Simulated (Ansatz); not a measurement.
Be2Te2⁺ (the lowest doublet isomer of a short search) was relaxed with r2SCAN-D4 (def2-TZVP) in Ansatz in these states: charge +1 doublet, charge +1 quartet. The geometries follow in no particular order.

In the def2 sets Te takes a core potential; there is no spin–orbit coupling.

A:

Cartesian coordinates in Å:
```
Be -0.133 -0.840 0.664
Be 0.133 0.840 -0.664
Te -1.934 0.498 0.242
Te 1.934 -0.498 -0.243
```

B:

```xyz
4

Be   -0.2976    0.4115   -1.1729
Be    0.2976   -0.4115    1.1729
Te   -1.3645    1.2497    0.7847
Te    1.3645   -1.2497   -0.7847
```

Task: Judge from the bond lengths which geometry belongs to which state (an estimate).

Result: A is the charge +1 doublet (Be1–Be2 2.159 Å, Be1–Te4 2.283 Å, Be2–Te4 2.283 Å); B is the charge +1 quartet (Be1–Be2 2.556 Å, Be1–Te4 2.382 Å, Be2–Te4 2.382 Å).

At PBE0-D4/def2-TZVP a doublet lies 2.70 eV below the charge +1 quartet. These are the stationary points nearest to one start from a short search; other shapes may lie lower in each state.
